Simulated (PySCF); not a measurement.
Two-component Hartree-Fock for O²⁺ (oxygen, charge +2)

Start: [He] 2s2 2p2; 2p3/2 filled at m_j = +1/2, +3/2. Calculated with PySCF 2.14 in x2c-TZVPall-2c with one added diffuse shell each of s, p, d type (6s4p3d1f, 40 functions): generalised Hartree-Fock with the X2C-1e Hamiltonian and a Gaussian nucleus; one run each with spin-orbit coupling (SO) switched off, then screened by Boettger's factors. This is a chosen level, not necessarily the ground level.

```csv
spinor shell,electrons,"ε, spin-free (eV)","ε, screened SO (eV)",weight of nominal j (screened SO),"rms radius, screened SO (bohr)"
1s1/2,2,-606.08,-606.09,1.000,0.230
2s1/2,2,-67.565,-67.567,1.000,1.13
2p3/2,2,-55.706,-55.699,0.829,1.09
```

| quantity | spin-free | screened SO |
| --- | --- | --- |
| E (hartree) | -73.15310 | -73.15252 |
| M_J | 2 | 2 |
| ⟨J²⟩ | 6.005 | 6.005 |
| ⟨L²⟩ | 2.002 | 2.002 |
| ⟨S²⟩ | 2.003 | 2.003 |

Each row is a mean over spinors that exchange with the open shell spreads, by up to 10.364 eV (2s1/2).

Rows whose weight is well below 1 are mixtures of j = l ± 1/2: exchange outweighs spin-orbit coupling there, and the label is only the starting occupation.

Without spin-orbit coupling the j labels of p, d and f shells carry no meaning; the spin-free column gives the mean over the occupied spinors of each nl shell.
